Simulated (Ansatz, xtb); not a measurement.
## A geometry optimisation of ClH4NO2Si with r2SCAN-D4/def2-SVP

The starting geometry of this gas-phase singlet was built from a drawn formula by distance geometry and a force field; its bonds are those of `[O-][N@H+](O)[SiH2]Cl`.

| atom | x (Å) | y (Å) | z (Å) |
| --- | --- | --- | --- |
| Cl | 2.5300 | -0.3686 | 2.0120 |
| N | -0.4627 | 0.3278 | 1.6281 |
| O | -1.6881 | -0.0194 | 1.1857 |
| O | -0.2476 | 1.5781 | 0.9096 |
| Si | 0.7331 | -0.8599 | 1.1665 |
| H | -0.3690 | 0.4588 | 2.6029 |
| H | -1.1300 | 1.5634 | 0.4517 |
| H | 0.3870 | -2.1933 | 1.7304 |
| H | 0.9555 | -0.9722 | -0.3080 |

**Question.** Predict what it relaxes into with r2SCAN-D4/def2-SVP.

**Answer.** It rearranges to `ONO[SiH2]Cl`. Contacts that open: N2–Si5 (1.75 → 2.55 Å). Contacts that close: O3–Si5 (2.56 → 1.68 Å).

The energy falls by 1.74 eV over 32 steps:

```
step  E − E(last) (eV)
   1             1.738
   4             1.034
   8             1.015
  11             1.014
  15             1.009
  18             0.887
  22             0.769
  25             0.314
  29             0.001
  32             0.000
```

Final geometry (Å):

| atom | x (Å) | y (Å) | z (Å) |
| --- | --- | --- | --- |
| Cl | 2.3111 | -1.2658 | 2.4944 |
| N | -0.1491 | 1.0945 | 1.5750 |
| O | -0.5104 | -0.3084 | 1.6662 |
| O | -0.8849 | 1.6454 | 0.5439 |
| Si | 0.7796 | -1.2349 | 1.1077 |
| H | -0.5432 | 1.4472 | 2.4556 |
| H | -1.8232 | 1.4315 | 0.7120 |
| H | 0.2186 | -2.6020 | 0.9889 |
| H | 1.3096 | -0.6929 | -0.1647 |

From the same start GFN2-xTB reaches the same bonding as this run.

The end wasn't checked by frequencies. Run with Ansatz 0.2.0, 85 s on 2 threads of Arm Neoverse V1, with other jobs on the host.
